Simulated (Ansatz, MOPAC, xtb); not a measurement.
Spectroscopic constants of MgH, multiplicity 2 (the spin of the measured ground state).

The constants come from a fifth-degree fit in 1/R (seven points, main isotopes). Runs in def2 and cc sets follow the lowest solution found near the PBE0 minimum.

Correlated levels freeze the inner cores; with def2 sets outer-core shells near the valence are correlated too. The state that AM1, PM6, PM7 reach isn't checked; PM7 holds dispersion and hydrogen-bond terms.

Codes used: Ansatz (Gaussian basis) for Hartree–Fock, density functionals and correlated methods; MOPAC for AM1, PM6, PM7 (differences of heats of formation); xtb for the GFN methods. Values without a source in brackets are computed. The GFN methods have no spin term and hold the electronic entropy of 300 K.

D_e counts from each atom's lowest state at the same level, without counterpoise or zero-point energy.

```csv
level,r_e (Å),ω_e (cm⁻¹),ω_e x_e (cm⁻¹),D_e (eV),dipole (D)
AM1,1.729,[?],27,-,-
PM6,1.716,2154,37,-,-
PM7,1.676,2384,23,-,-
GFN2-xTB,1.845,927,26,-,-
r2SCAN/def2-TZVPP,1.745,1459,30,1.63,1.36
wB97M-V/def2-TZVPP,1.740,1465,29,1.26,1.59
CCSD(T)/def2-TZVPP,1.732,1482,27,1.33,-
CCSD(T)/def2-QZVPP,[?],[?],35,1.38,-
```

Q: Some entries are withheld; supply them.

A: 
- CCSD(T)/def2-QZVPP, r_e (Å): 1.721
- CCSD(T)/def2-QZVPP, ω_e (cm⁻¹): 1525
- AM1, ω_e (cm⁻¹): 1812

Measured for the ground state: r_e 1.7297 Å [Huber and Herzberg (1979), NIST Chemistry WebBook]. ω_e 1492.8 cm-1, ω_e x_e 29.847 cm-1, B_e 5.8255 cm-1, α_e 0.1773 cm-1 [Irikura, J. Phys. Chem. Ref. Data 36, 389 (2007)].

Ansatz is an electronic-structure program.
